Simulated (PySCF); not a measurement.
# Radial density of Hg+ (mercury, charge +1)

M06-L, [Xe] 4f14 5d10 6s1, 2S determinant. All numbers are calculated (PySCF 2.14, scalar relativity through the core potential, in def2-TZVP with the def2 core potential (60 electrons)). This is the valence pseudo-density: the core potential removes the inner electrons and smooths the orbitals near the nucleus.

| r (bohr) | 4πr²ρ (e/bohr) | 4πr²(ρα − ρβ) |
| --- | --- | --- |
| 0.0389 | 1.450e-05 | 0.0000 |
| 0.0654 | 3.788e-05 | 0.0000 |
| 0.110 | 0.0001297 | 0.0000 |
| 0.185 | 0.001543 | 0.0000 |
| 0.311 | 0.06474 | 0.0018 |
| 0.523 | 2.998 | 0.0571 |
| 0.880 | 17.60 | 0.0071 |
| 1.48 | 9.855 | 0.2164 |
| 2.49 | 1.786 | 0.5168 |
| 4.19 | 0.1048 | 0.0656 |
| 7.04 | 0.0006352 | 0.0006 |

Energies and moments cover only the electrons outside the core potential. Spin-orbit coupling, which splits the p, d and f shells strongly at this Z, is absent.
